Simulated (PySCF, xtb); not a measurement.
Br₂Si, SMILES Br[Si]Br (connectivity only; charge and spin as stated), charge +1, multiplicity 2.

Harmonic wavenumbers (cm⁻¹) from GFN2-xTB in xtb 6.7.1 at its own minimum, in rising order: 85, 346, 544.

Problem. What does PySCF with B3LYP-D3(BJ)/def2-TZVP give at its own minimum? (An estimate is asked for; the answer gives what the named calculation found.)

Solution. 118, 380, 545. Paired by order, the mean absolute difference is 23 cm⁻¹ and the zero-point energies are 1.4 and 1.5 kcal/mol.
